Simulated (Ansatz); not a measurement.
Geometry optimisation, Ansatz, RKS PBE0-D4/6-31G*.

Input file:

```yaml
crystal:
  periodic: [false, false, false]
  atoms:
    - { symbol: Si, position_ang: [0.242064, 0.155705, -0.121178] }
    - { symbol: F, position_ang: [0.275744, -0.368575, 1.398519] }
    - { symbol: H, position_ang: [1.658589, 0.162277, -0.583811] }
    - { symbol: H, position_ang: [-0.314821, 1.52517, -0.220183] }
    - { symbol: H, position_ang: [-0.501856, -0.810827, -0.982256] }
    - { symbol: O, position_ang: [-2.380019, 0.001038, 1.063908] }
    - { symbol: Al, position_ang: [-3.358969, -1.058514, 0.129971] }
    - { symbol: H, position_ang: [-3.376502, -2.619408, 0.451532] }
    - { symbol: H, position_ang: [-4.190744, -0.368276, -1.028035] }
    - { symbol: H, position_ang: [-1.809986, -0.356791, 1.779532] }
basis:
  gaussian: { orbitals: "6-31G*" }
hamiltonian:
  xc: pbe0
  dispersion: d4
relax:
  f_tol: 0.03
  max_steps: 50
output:
  orbitals: {}
```

Launched with:

```bash
$ ansatz run input.yaml --threads 1 --pin off --max-ram 2048MiB --backend cpu --events-out ev --progress --plain --runs-dir out
```

Task: Where does it end, and by what steps?

Result: The forces met the threshold. After 14 steps the energy has fallen by 0.079 eV; H8 moved furthest, 0.60 Å.

```json
{"step": "0", "energy less start (eV)": "0.0000", "largest force component (eV/Å)": "0.646", "accepted": "yes"}
{"step": "1", "energy less start (eV)": "-0.0099", "largest force component (eV/Å)": "0.192", "accepted": "yes"}
{"step": "2", "energy less start (eV)": "-0.0130", "largest force component (eV/Å)": "0.130", "accepted": "yes"}
{"step": "3", "energy less start (eV)": "-0.0139", "largest force component (eV/Å)": "0.088", "accepted": "yes"}
{"step": "4", "energy less start (eV)": "-0.0170", "largest force component (eV/Å)": "0.199", "accepted": "yes"}
{"step": "5", "energy less start (eV)": "-0.0206", "largest force component (eV/Å)": "0.428", "accepted": "yes"}
{"step": "6", "energy less start (eV)": "-0.0269", "largest force component (eV/Å)": "0.513", "accepted": "yes"}
{"step": "7", "energy less start (eV)": "-0.0421", "largest force component (eV/Å)": "0.456", "accepted": "yes"}
{"step": "8", "energy less start (eV)": "-0.0581", "largest force component (eV/Å)": "0.403", "accepted": "yes"}
{"step": "9", "energy less start (eV)": "-0.0443", "largest force component (eV/Å)": "0.902", "accepted": "no"}
{"step": "10", "energy less start (eV)": "-0.0749", "largest force component (eV/Å)": "0.273", "accepted": "yes"}
{"step": "11", "energy less start (eV)": "-0.0766", "largest force component (eV/Å)": "0.231", "accepted": "yes"}
{"step": "12", "energy less start (eV)": "-0.0765", "largest force component (eV/Å)": "0.183", "accepted": "no"}
{"step": "13", "energy less start (eV)": "-0.0787", "largest force component (eV/Å)": "0.059", "accepted": "yes"}
{"step": "14", "energy less start (eV)": "-0.0789", "largest force component (eV/Å)": "0.028", "accepted": "yes"}
```

```xyz
10
Properties=species:S:1:pos:R:3
Si -0.015 0.069 -0.092
F 0.238 -0.541 1.375
H 1.245 -0.152 -0.851
H -0.392 1.494 -0.105
H -1.022 -0.770 -0.849
O -2.397 0.178 1.222
Al -2.906 -0.967 0.020
H -2.797 -2.521 0.352
H -3.656 -0.362 -1.239
H -2.055 -0.166 2.055
```

Whether the end is a true minimum wasn't checked by a vibrational analysis.

Run time: 50 s on 1 thread of Arm Neoverse V2, on a shared host, peak memory 0.16 GiB.
